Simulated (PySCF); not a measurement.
These 3 structures share the formula C6H18N2Si. Level of theory: PySCF 2.14.0, PBE0-D3(BJ)/def2-SVP geometry optimisation, gas phase. One conformer each; no zero-point energy, no entropy. No frequencies were run at this level. Point groups hold within 0.08 Å.

Question: Rank from lowest to highest electronic energy at this level (kcal/mol).
A. SiMe2(NHEt)2 (`CCN[Si](C)(C)NCC`)
B. SiH2(NHiPr)2 (`CC(N[SiH2]NC(C)C)C`)
C. `[CH3:1][CH2:2][CH2:3][N:4]([CH3:5])[SiH2:6][N:7]([CH3:8])[CH3:9]` with C1–C2–C3–N4 56°, C2–C3–N4–C5 63°, C3–N4–Si6–N7 147°, N4–Si6–N7–C8 -53°

Answer: A (0.0), B (19.3), C (30.9).

```csv
SMILES,E (Eh),E rel (kcal/mol),dipole (D),point group,"A, B, C (MHz)"
CCN[Si](C)(C)NCC,-637.68275,0.0,0.56,C1,"1634, 833.7, 699.0"
[H][Si]([H])(NC(C)C)NC(C)C,-637.65196,19.3,1.06,C2,"3242, 529.5, 500.2"
CCCN(C)[SiH2]N(C)C,-637.63356,30.9,0.83,C1,"2253, 748.0, 676.4"
```

Question: How do the relative energies change in single points at PBE0/pcSseg-1 (no added dispersion term) on the same geometries?

Answer: 
| SMILES | PBE0-D3(BJ)/def2-SVP (kcal/mol) | PBE0/pcSseg-1 (kcal/mol) | shift |
| --- | --- | --- | --- |
| CCN[Si](C)(C)NCC | 0.0 | 0.0 | 0.0 |
| [H][Si]([H])(NC(C)C)NC(C)C | 19.3 | 20.1 | +0.8 |
| CCCN(C)[SiH2]N(C)C | 30.9 | 33.3 | +2.4 |

Each column counts from its own lowest isomer. The order is unchanged; the largest shift is 2.4 kcal/mol.
